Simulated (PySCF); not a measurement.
# Excitation energies in several basis sets

Species: GeF₄.
Atom-mapped SMILES: `[F:1][Ge:2]([F:3])([F:4])[F:5]`

Geometry (PBE0-D3(BJ)/def2-SVP, Å), atoms numbered from 1 in this order:
```
atom  x, y, z in Å
F1     1.3267   -1.1029   -0.0788
Ge2    0.0187   -0.0213   -0.0198
F3     0.6086    1.5709   -0.0110
F4    -0.9756   -0.2531   -1.3769
F5    -0.8863   -0.2983    1.3900
```

TDDFT with PBE0 (PySCF), vertical singlets, core orbitals frozen in the response, spherical d and f functions. Isolated species at its PBE0-D3(BJ)/def2-SVP geometry, gas phase. The PBE0/6-31G* calculation is non-relativistic and has no spin–orbit coupling, an omission that weighs most on germanium.

Task: Compare 6-31G*, def2-SVP, aug-cc-pVDZ, def2-SVPD, def2-TZVP, def2-TZVPD and aug-cc-pVTZ for this molecule.

Result: 

```json
{"basis": "6-31G*", "functions": "88", "diffuse": "no", "S1 (eV)": "8.58", "S2 (eV)": "8.58", "S3 (eV)": "8.58", "S4 (eV)": "9.18", "S5 (eV)": "9.18", "LUMO (eV)": "-1.72", "α (au)": "20.8"}
{"basis": "def2-SVP", "functions": "88", "diffuse": "no", "S1 (eV)": "8.75", "S2 (eV)": "8.76", "S3 (eV)": "8.76", "S4 (eV)": "9.38", "S5 (eV)": "9.39", "LUMO (eV)": "-1.75", "α (au)": "19.5"}
{"basis": "aug-cc-pVDZ", "functions": "128", "diffuse": "yes", "S1 (eV)": "8.61", "S2 (eV)": "8.62", "S3 (eV)": "8.62", "S4 (eV)": "9.24", "S5 (eV)": "9.24", "LUMO (eV)": "-2.24", "α (au)": "26.7"}
{"basis": "def2-SVPD", "functions": "130", "diffuse": "yes", "S1 (eV)": "8.79", "S2 (eV)": "8.79", "S3 (eV)": "8.79", "S4 (eV)": "9.42", "S5 (eV)": "9.43", "LUMO (eV)": "-2.21", "α (au)": "26.8"}
{"basis": "def2-TZVP", "functions": "172", "diffuse": "no", "S1 (eV)": "8.85", "S2 (eV)": "8.85", "S3 (eV)": "8.86", "S4 (eV)": "9.47", "S5 (eV)": "9.47", "LUMO (eV)": "-1.84", "α (au)": "23.8"}
{"basis": "def2-TZVPD", "functions": "214", "diffuse": "yes", "S1 (eV)": "8.75", "S2 (eV)": "8.75", "S3 (eV)": "8.75", "S4 (eV)": "9.37", "S5 (eV)": "9.37", "LUMO (eV)": "-2.10", "α (au)": "27.4"}
{"basis": "aug-cc-pVTZ", "functions": "243", "diffuse": "yes", "S1 (eV)": "8.76", "S2 (eV)": "8.76", "S3 (eV)": "8.77", "S4 (eV)": "9.38", "S5 (eV)": "9.38", "LUMO (eV)": "-2.09", "α (au)": "27.2"}
```

States are compared by their number. Against the largest diffuse basis here (aug-cc-pVTZ, itself not a converged limit), sets without diffuse functions differ by up to 0.18 eV in S1 and 0.20 eV in S5; the smaller diffuse sets differ by up to 0.15 and 0.14 eV. State by state, the largest deviation of a set without diffuse functions is S1 0.18, S2 0.18, S3 0.18, S4 0.20, S5 0.20 eV. The same number needn't mean the same state in each row. Against aug-cc-pVTZ the polarisability deviates by -24% in 6-31G*, -28% in def2-SVP, -2% in aug-cc-pVDZ, -1% in def2-SVPD, -13% in def2-TZVP, +1% in def2-TZVPD.
